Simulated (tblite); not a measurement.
Species: C₂H₆OSi.
InChI=1S/C2H6OSi/c1-3-2-4-1/h1-2,4H2

Calculated harmonic vibrations of the isolated species, GFN2-xTB (tblite), most abundant isotopes, no scaling. Errors from tens to a few hundred cm⁻¹ against measured bands are possible. Modes of hydrogen on silicon can be 10 to 20 % off.

Harmonic wavenumbers (cm⁻¹): 83.0, 427.3, 442.1, 543.4, 599.8, 697.0, 709.5, 749.2, 773.4, 815.4, 970.3, 1028.7, 1133.4, 1138.7, 1216.3, 1222.0, 1471.5, 1473.8, 2282.6, 2285.5, 2901.4, 2901.6, 2926.1, 2930.6.

A = 10381, B = 6084, C = 4233 MHz; mass 74.019 u (most abundant isotopes); point group C2v, symmetry number 2.

Question: What is the zero-point energy?

Answer: ½Σν̃ = 15861 cm⁻¹ = 189.74 kJ/mol.

Question: Entropy at 200 K, 1 bar (ideal gas, RRHO, classical rotation)?

Answer: Translation 154.24, rotation 92.19, vibration 18.73: S = 265.2 J/(mol K).

Question: And Cp and H(200 K) − H(0)?

Answer: Cp = 60.79 J/(mol K), of which vibrations give 27.53 (their classical limit is 24 R = 199.5); H(200 K) − H(0) = 8.82 kJ/mol without the zero-point energy, 2.17 from vibrations.

Question: How do the functions run with temperature in this model?

Answer: 
```
 T (K)  S (J/(mol K))  Cp (J/(mol K))  H − H(0) (kJ/mol)  G − H(0) (kJ/mol)  ln q(vib)
    50          203.1            38.5               1.76              -8.39       0.10
   100          231.0            42.3               3.78             -19.32       0.37
298.15          294.0            85.4              15.99             -71.67       1.67
373.15          315.1           102.7              23.06             -94.51       2.33
   500          348.6           126.6              37.68            -136.64       3.56
   750          406.6           158.7              73.67            -231.25       6.16
  1000          455.3           179.4             116.12            -339.15       8.71
```

q(vib) and H(0) count from the zero-point level.

Question: Blend soft modes into free rotors: weight 1/[1 + (100 cm⁻¹/ν̃)⁴] for the oscillator and the rest for a rotor with moment μB/(μ + B), μ = h/(8π²ν), B = 10⁻⁴⁴ kg m². What vibrational entropy results?

Answer: 17.62 J/(mol K) in place of 18.73, which changes −T·S at 200 K by +0.22 kJ/mol.

Hindered rotation and anharmonicity are outside this model.
